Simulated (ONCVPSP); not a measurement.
**What the settings do to the ONCV potential of arsenic (As)**

Base potential:

```json
{"Element": "As (Z = 33)", "Generator": "ONCVPSP 4.0.1", "Type": "optimised norm-conserving Vanderbilt (ONCV)", "Functional": "PBEsol", "Relativity": "scalar-relativistic", "Frozen core": "[Ar] 3d10", "Valence charge": "5", "Reference configuration": "4s1.5 4p3.5", "Partial waves": "4s: rc 1.75 bohr, ncon 4, nbas 7, qcut 3.5 1/bohr, 1 projector; 4p: rc 1.90 bohr, ncon 4, nbas 7, qcut 4.2 1/bohr, 2 projectors, debl 2.1 Ha; d scattering state at 0.18 Ha: rc 1.75 bohr, ncon 4, nbas 7, qcut 5.1 1/bohr, 2 projectors, debl 1.9 Ha", "Local potential": "polynomial inside 1.10 bohr (lpopt 5, dvloc0 1 Ha)", "Core correction": "Teter function, fcfact 3.25, rcfact 1.25"}
```

Cutoffs, loose and tight: the cutoffs (Ha) at which the residual kinetic energy of the hardest occupied pseudo-wave falls to 1 and 0.1 mHa per electron. They do not see the model core or the augmentation charge, which bear on the density cutoff. Test errors are all-electron minus pseudo excitation energies from the reference, over the configurations 4s2 4p3; 4s2 4p2; 4s2 4p1; 4s1 4p0. A dash means not determined; rows that change the core or the reference have their own tests. The largest error is taken over the tests solved by every variant that gives reliable tests at all: 4s2 4p1; 4s2 4p2; 4s2 4p3.

For the base: The cutoffs count occupied waves only; projector 2 of the d channel, the hardest unoccupied one, needs 78 Ha at the loose tolerance.

A true bound ghost makes a file unfit for plane-wave use even where its test errors are small: the radial tests pick states by their node count and pass the ghost by.

| change | outcome | cutoff, loose | cutoff, tight | bound ghosts | GHOST(+) flags above zero | largest test error (meV) |
| --- | --- | --- | --- | --- | --- | --- |
| base | generated | 29 Ha | 38 Ha | s, d | none | -38 |
| s: qcut 2.4; p: qcut 2.8; d: qcut 3.4 | generated | 35 Ha | 42 Ha | s, d | d | -48 |
| p: debl 3.65 | generated | 29 Ha | 38 Ha | s, d | p | -38 |
| p: rc 2.58 | generated | 29 Ha | 38 Ha | s, d | none | -60 |
| reference 4s2 4p1 | generated | 30 Ha | 39 Ha | s | d | -56 |

Task: What comes out with this change to the base: s: rc 2.3?

Result: outcome: generated; cutoff, loose: 7.7 Ha; cutoff, tight: 28 Ha; bound ghosts: s, d; GHOST(+) flags above zero: none; largest test error (meV): -40.

Task: What comes out with this change to the base: all radii but the core radius scaled by about 1.07 (s 1.88, p 2.04, d 1.88 bohr); local potential polynomial inside 1.18 bohr (lpopt 5, dvloc0 1 Ha)?

Result: outcome: generated; cutoff, loose: 24 Ha; cutoff, tight: 33 Ha; bound ghosts: d, s; GHOST(+) flags above zero: d; largest test error (meV): +10.

Task: What comes out with this change to the base: local potential polynomial inside 1.25 bohr (lpopt 3, dvloc0 4 Ha)?

Result: outcome: generated; cutoff, loose: 29 Ha; cutoff, tight: 38 Ha; bound ghosts: d; GHOST(+) flags above zero: none; largest test error (meV): -15.
